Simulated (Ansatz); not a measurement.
C$_{2}$H$_{2}$F$_{6}$GeO$_{2}$ (`FC(F)(F)[O][GeH2][O]C(F)(F)F`) at its PBE0-D4/def2-TZVP geometry, where that method's forces vanish. The species carries charge 0 and has multiplicity 1.

```xyz
13

F     1.8449   -1.0400   -2.5828
C     1.0740   -0.1696   -1.9487
F     0.6135    0.7115   -2.8579
F     1.8439    0.5286   -1.1022
O     0.0843   -0.8082   -1.3330
Ge   -1.1561    0.0308   -0.3421
O    -0.9509   -0.6343    1.3098
C    -0.1939   -0.0614    2.2424
F    -0.1304   -0.8428    3.3100
F    -0.6893    1.1262    2.6313
F     1.0568    0.1675    1.8176
H    -2.4887   -0.5425   -0.7897
H    -0.9081    1.5342   -0.3548
```

(1) What forces (eV/Å) does r2SCAN-D4/def2-TZVPP give on these atoms in the Gaussian-basis code of Ansatz? (Best estimate.)

## Answers

(1) The calculation gave: 
```
F1   0.215 -0.253 -0.176
C2  -0.099 -0.044  0.064
F3  -0.142  0.269 -0.280
F4   0.240  0.217  0.272
O5  -0.203 -0.232  0.122
Ge6 -0.057  0.102 -0.030
O7  -0.203 -0.206 -0.170
C8  -0.072 -0.036 -0.098
F9   0.013 -0.228  0.300
F10 -0.151  0.362  0.120
F11  0.394  0.071 -0.151
H12  0.061  0.015  0.024
H13  0.003 -0.038  0.003
```
